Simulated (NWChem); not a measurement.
System: SiH₂F₂; SMILES F[SiH2]F

```xyz
5

Si     0.0000     0.0000     0.4594
F      1.3151     0.0000    -0.4979
F     -1.3151     0.0000    -0.4979
H      0.0000     1.2578     1.2648
H      0.0000    -1.2578     1.2648
```
Atoms are numbered in this order, from 1.

The geometry was optimised at PBE-D3(BJ)/def2-SVP.

Symmetry labels are those of C2v in the frame above (b1 and b2, or b-type labels, depend on it).

Problem. List the 4 lowest vertical singlet excitations from PBE0/def2-SVP, TDA (NWChem).

Solution. 
```json
[
 {"state": "S1", "energy (eV)": "8.88", "oscillator strength": "0.000", "symmetry": "a2", "leading excitation (squared amplitude)": "HOMO → LUMO (1.00)"},
 {"state": "S2", "energy (eV)": "9.40", "oscillator strength": "0.025", "symmetry": "b2", "leading excitation (squared amplitude)": "HOMO → LUMO+1 (0.96)"},
 {"state": "S3", "energy (eV)": "10.80", "oscillator strength": "0.039", "symmetry": "b1", "leading excitation (squared amplitude)": "HOMO−1 → LUMO (0.67)"},
 {"state": "S4", "energy (eV)": "10.91", "oscillator strength": "0.006", "symmetry": "a1", "leading excitation (squared amplitude)": "HOMO−2 → LUMO (0.92)"}
]
```
